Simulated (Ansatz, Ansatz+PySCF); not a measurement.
```xyz
5

C     0.0288   -0.1193    0.0065
F     0.7759    0.8348    0.8357
F     0.8250   -0.7542   -0.6747
F    -0.7338    0.8072   -0.8619
F    -0.8536   -0.7807    0.7746
```

Basis set: def2-SVP (spherical functions). Left uncorrelated: 5 orbitals. Charge 0, multiplicity 1.

Computed with Ansatz (development build ahead of 0.2.0); each method stands on the lowest determinant of its kind that the runs found. Restricted open shells among the atoms or ions are ROHF, correlated in semicanonical orbitals with singles.

Give the atomization energy at this shape (free ground-state atoms in the same class of orbitals less the molecule, no zero-point energy) of singlet CF4 by RHF-MP2, RHF.

```json
{"method": "RHF-MP2", "atomization energy": "458.06 kcal/mol"}
{"method": "RHF", "atomization energy": "299.10 kcal/mol"}
```

Caution: stretched shape with no unrestricted run beside it, a lower state can exist. Caution for RHF-MP2: bonds are stretched, where a single reference can fail.
